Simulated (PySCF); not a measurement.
# Spinor energies of Gd⁵⁷⁺ (gadolinium, charge +57)

Start: [He] 2s2 2p3; 2p1/2 filled at m_j = -1/2, +1/2; 2p3/2 filled at m_j = +3/2. Calculated with PySCF 2.14 in an even-tempered Gaussian basis (17 s from 38 bohr⁻², ratio 2.4; 13 p from 50 bohr⁻², ratio 2.4; 5 d from 170 bohr⁻², ratio 2.6; 4 f from 250 bohr⁻², ratio 2.6): generalised Hartree-Fock with the X2C-1e Hamiltonian and a Gaussian nucleus; one run each with spin-orbit coupling (SO) switched off, then screened by Boettger's factors.

```csv
spinor shell,electrons,"ε, spin-free (eV)","ε, screened SO (eV)",weight of nominal j (screened SO),"rms radius, screened SO (bohr)"
1s1/2,2,-55918.8,-55886.2,1.000,0.0248
2s1/2,2,-13168.2,-13158.4,1.000,0.0974
2p1/2,2,-12424.3,-12901.0,1.000,0.0827
2p3/2,1,-12424.3,-12159.4,1.000,0.0884
```

```json
{"quantity": "E (hartree)", "spin-free": "-6738.80408", "screened SO": "-6767.10952"}
{"quantity": "M_J", "spin-free": "3/2", "screened SO": "3/2"}
{"quantity": "⟨J²⟩", "spin-free": "3.750", "screened SO": "3.750"}
{"quantity": "⟨L²⟩", "spin-free": "0.000", "screened SO": "2.556"}
{"quantity": "⟨S²⟩", "spin-free": "3.750", "screened SO": "1.480"}
```

Each row is a mean over spinors that exchange with the open shell spreads, by up to 58.237 eV (2s1/2).

Breit and QED terms are absent; they matter most for the inner s and p1/2 levels.

Densities and radii are taken from the X2C orbitals without a picture-change correction, which distorts them close to the nucleus.

Without spin-orbit coupling the j labels of p, d and f shells carry no meaning; the spin-free column gives the mean over the occupied spinors of each nl shell.
